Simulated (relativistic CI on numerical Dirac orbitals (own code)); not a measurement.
V4+ in a cubic cluster: 3p photoemission with charge transfer

Computed with a charge-transfer multiplet model of a cubic metal-ligand cluster with up to 2 ligand holes, Slater and spin-orbit integrals from Dirac-Coulomb-Breit ions, Slater integrals scaled by 0.8. The ground state mixes d1 with configurations of k ligand holes L, whose averages lie at kΔ + k(k − 1)U_dd/2; a core hole lowers each added d electron by U_cd. 300 K, Lorentzian 0.9 eV and Gaussian 0.8 eV FWHM.

Atomic integrals in eV (Slater integrals scaled, ζ unscaled), ground: F2dd 8.057, F4dd 5.049, zeta_d 0.029; with the core hole: F2dd 8.057, F4dd 5.049, zeta_d 0.033, zeta_core 0.604, F2cd 9.897, G1cd 12.128, G3cd 7.527. Where a configuration has fewer than two d electrons, the dd integrals are those of d2.

Cluster parameters (eV): Δ = 1.7, U_cd = 7.5, 10Dq = 1, 10Dq(ligand) = 1.5, V(eg) = 1.95, V(t2g) = -0.92, final-state hopping factor = 1.

| Case | n_d | d1 | d2L | d3L2 | S |
| --- | --- | --- | --- | --- | --- |
| U_dd = 4.2 eV | 1.76 | 0.36 | 0.52 | 0.12 | 0.50 |
| U_dd = 6.3 eV | 1.69 | 0.39 | 0.52 | 0.09 | 0.50 |
| U_dd = 7 eV | 1.68 | 0.40 | 0.52 | 0.08 | 0.50 |

Weights, n_d and S are thermal averages at 300 K. Binding energies count from the first peak over 30 % of the highest in each spectrum, which can be another peak from case to case. The parameters are a model scan and need not match a compound or its usual spin state. Peaks in eV (height, largest 100):
- U_dd = 4.2 eV: 0.0 (100), 7.9 (27), 11.0 (50), 15.9 (20), 17.7 (17)
- U_dd = 6.3 eV: 0.0 (100), 8.8 (25), 12.0 (42), 16.7 (20)
- U_dd = 7 eV: 0.0 (100), 9.0 (24), 12.1 (40), 16.9 (19)

Curve for U_dd = 4.2 eV (points under 2 left out, the grid thinned):

| E (eV) | Intensity |
| --- | --- |
| -4.9 | 3.4 |
| -4.2 | 4.7 |
| -3.5 | 7.1 |
| -2.8 | 12.7 |
| -2.1 | 31.4 |
| -1.4 | 79.2 |
| -0.7 | 99.0 |
| 0.0 | 100.0 |
| 0.7 | 95.0 |
| 1.4 | 84.4 |
| 2.1 | 73.4 |
| 2.8 | 64.6 |
| 3.5 | 55.3 |
| 4.2 | 51.2 |
| 4.9 | 44.1 |
| 5.6 | 32.6 |
| 6.3 | 25.2 |
| 7.0 | 24.6 |
| 7.7 | 26.5 |
| 8.4 | 26.7 |
| 9.1 | 31.7 |
| 9.8 | 42.0 |
| 10.5 | 48.1 |
| 11.1 | 49.8 |
| 11.8 | 45.1 |
| 12.5 | 35.8 |
| 13.2 | 25.9 |
| 13.9 | 22.3 |
| 14.6 | 20.0 |
| 15.3 | 18.6 |
| 16.0 | 19.5 |
| 16.7 | 16.9 |
| 17.4 | 16.6 |
| 18.1 | 16.1 |
| 18.8 | 13.4 |
| 19.5 | 12.2 |
| 20.2 | 11.4 |
| 20.9 | 8.0 |
| 21.6 | 4.8 |
| 22.3 | 3.2 |
| 23.0 | 2.3 |
| 25.8 | 2.4 |
| 26.5 | 3.1 |
| 27.2 | 3.8 |
| 27.9 | 2.2 |

For the case U_dd = 6.3 eV, Δ = 1.7 eV is smaller than U_dd = 6.3 eV, the charge-transfer side of the Zaanen-Sawatzky-Allen scheme. With the core hole the average of the configuration with one ligand hole lies at Δ − U_cd = -5.8 eV before mixing: it lies below the unscreened one, so the lowest final states are mostly screened and the unscreened weight appears at higher binding energy as a satellite.

With at most 2 ligand holes the space is cut while the next configuration still counts, so covalency is underestimated, and a final configuration with one more ligand hole, which can lie low, is missing from the spectra.
